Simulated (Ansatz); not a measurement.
Reaction (ligand exchange at a B–C bond): `BCBO` + `N[SiH]1CN1` → `BN[SiH]1CN1` + `CBO`

Calculated with Ansatz (gas phase, PBE0-D4/def2-TZVP geometries, no zero-point term in ΔE). CCSD(T)/CBS adds triple-zeta CCSD(T) − MP2 to the extrapolated MP2 energy (def2 sets, frozen cores). Functionals use def2-TZVPP. Each species was taken in one conformer, which may not be the lowest.

```
             level  ΔE (kJ/mol)
           ωB97X-V       -123.9
               PBE       -124.1
              PBE0       -123.5
     HF/def2-TZVPP       -127.1
    MP2/def2-TZVPP       -127.0
CCSD(T)/def2-TZVPP       -127.4
      HF/CBS(def2)       -126.5
    CCSD/CBS(def2)       -123.9
```

(1) What does CCSD(T)/CBS give? (An estimate is asked.)

Largest T1 diagnostic among the species: 0.013.

Answers

(1) Ansatz gave: -124.7 kJ/mol. The listed levels differ from it by 0.8, 0.6, 1.2, -2.4, -2.3, -2.7, -1.8, 0.8 kJ/mol.
